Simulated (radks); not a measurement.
Computed order of ionisation of hafnium. At each step one electron was removed from each of the four highest sub-shells of the ion before, moves of one valence electron (up to charge 6) and the configuration listed by NIST were tried, and the lowest configuration was kept. Calculated with a radial shooting solver on a logarithmic mesh with Libxc functionals: scalar-relativistic Kohn-Sham, r2SCAN, spin-polarised, spherical densities, finite nucleus; meta-GGA in the generalised Kohn-Sham scheme; Fermi nuclear charge, rms radius of each element as measured or else 0.836 A^(1/3) + 0.57 fm. Open shells are filled with parallel spins first.

| species | lowest configuration found | NIST configuration | margin to the next tried (eV) | IE (eV) | NIST IE (eV) | kind |
|---|---|---|---|---|---|---|
| Hf | [Xe] 4f14 5d2 6s2 | same | 0.812 | 6.849 | 6.825 | exp. |
| Hf+ | [Xe] 4f14 5d2 6s1 | [Xe] 4f14 5d1 6s2 lies 0.085 eV higher | 0.085 | 14.358 | 14.61 | theory |
| Hf2+ | [Xe] 4f14 5d1 6s1 | [Xe] 4f14 5d2 lies 0.337 eV higher | 0.337 | 22.477 | 22.55 | theory |
| Hf3+ | [Xe] 4f14 5d1 | same | 1.636 | 32.635 | 33.37 | semi-emp. |
| Hf4+ | [Xe] 4f14 | same | 22.347 | 69.595 | 68.37 | semi-emp. |
| Hf5+ | [Xe] 4f13 | same | 14.786 | 93.949 | 98 | theory |
| Hf6+ | [Xe] 4f12 | [Kr] 4d10 4f13 5s2 5p5 lies 8.817 eV higher | 8.817 | 120.15 | 118 | theory |
| Hf7+ | [Xe] 4f11 | differs (not computed) | 2.051 | 142.58 | 137 | theory |
| Hf8+ | [Kr] 4d10 4f11 5s2 5p5 | differs (not computed) | 5.435 | 159.94 | 157 | theory |
| Hf9+ | [Kr] 4d10 4f11 5s2 5p4 | differs (not computed) | 9.357 | 177.19 | 187 | theory |
| Hf10+ | [Kr] 4d10 4f11 5s2 5p3 | differs (not computed) | 13.951 | 203.36 | 209 | theory |
| Hf11+ | [Kr] 4d10 4f11 5s2 5p2 | differs (not computed) | 10.104 | 222.16 | 230 | theory |
| Hf12+ | [Kr] 4d10 4f11 5s2 5p1 | differs (not computed) | 14.858 | 240.81 | 270 | theory |
| Hf13+ | [Kr] 4d10 4f11 5s2 | same | 20.290 | 285.69 | 310 | theory |

Reference values: NIST Atomic Spectra Database (exp. = measured, semi-emp. = semi-empirical, theory = theoretical value adopted there). Open shells are spherical and high-spin; term and fine-structure splittings are not resolved. Spin-orbit splitting is averaged out at the scalar-relativistic level.
